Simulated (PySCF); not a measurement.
A small calculation by hand: oscillator strength and radiative lifetime

BH6NO2Si, SMILES B(O)(O)N[SiH3].

Coordinates come from a TPSSh-D3(BJ)/def2-SVP optimisation. The structure was generated by enumeration, and PubChem lists no compound with its InChIKey, so it may never have been made. The values are those of a single conformer.

TDA-PBE/def2-SVPD in PySCF puts the first singlet state with f over 0.02 at 7.30 eV (vertical), with the transition dipole (-0.069, 0.786, 0.000) in atomic units.

Find the oscillator strength, the wavelength and the radiative lifetime that this transition would have in vacuum if emission retraced absorption.


|μ|² = 0.6226 au, so |μ| = 2.01 D. ΔE = 7.30/27.211 = 0.2683 hartree. f = (2/3) ΔE |μ|² = 0.111 (the program prints 0.111).
λ = 1239.84/7.30 = 170 nm; ν = 58878 cm⁻¹.
Einstein's coefficient A = 0.6670 ν² f s⁻¹ (ν in cm⁻¹) = 2.6e8 s⁻¹, so τ = 1/A = 3.9 ns. This state is S8; the lower singlets have f = 0.002, 0.006, 0.000, 0.007, 0.004, 0.000, 0.003. The figure is the radiative limit of this one transition; relaxation, internal conversion, crossing to triplets and a medium change what is measured.
